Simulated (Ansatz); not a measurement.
System: C3H10GeN (charge -1, singlet). It need not be the lowest isomer of its formula. Whether it binds its extra electron was not tested at this geometry. 
Geometry from a B3LYP-D3(BJ)/def2-TZVP (Ansatz, a quantum-chemistry and plane-wave program) optimisation:
SMILES: [CH2-][Ge]([CH3])([CH3])[NH2]
```xyz
15

C      0.5811    -1.3851    -1.3223
Ge     0.0290    -0.0794    -0.0946
C     -1.8587     0.6595     0.0686
C      1.1398     1.5771    -0.1852
N      0.2426    -0.7073     1.7071
H      0.8649    -0.9690    -2.2940
H     -0.1303    -2.2075    -1.4490
H     -2.5736    -0.1634     0.1582
H     -2.1123     1.2286    -0.8295
H     -1.9680     1.3156     0.9392
H      2.1963     1.3065    -0.2281
H      0.9701     2.1917     0.7017
H      0.8947     2.1647    -1.0741
H      0.7172    -1.6033     1.6447
H     -0.6589    -0.8787     2.1415
```
Charge -1, spin multiplicity 1.

Basis-set convergence of Hartree-Fock and CCSD correlation energies (hartree) with Ansatz. Valence correlation only, unless marked. Spin-orbit coupling is left out. The frozen core is the preceding noble-gas configuration, with the filled d and f shells of earlier blocks. No relativistic terms. This anion needs diffuse functions, which these sets lack.

```tsv
basis	functions	E(HF)	E(corr, CCSD)
cc-pVDZ	133	-2249.16171	-0.78856
cc-pVTZ	303	-2249.30349	-0.94726
cc-pVQZ	588	___	___
```

Q: Complete the blanks.

A: 
- cc-pVQZ, E(HF): -2249.32301
- cc-pVQZ, E(corr, CCSD): -0.99478
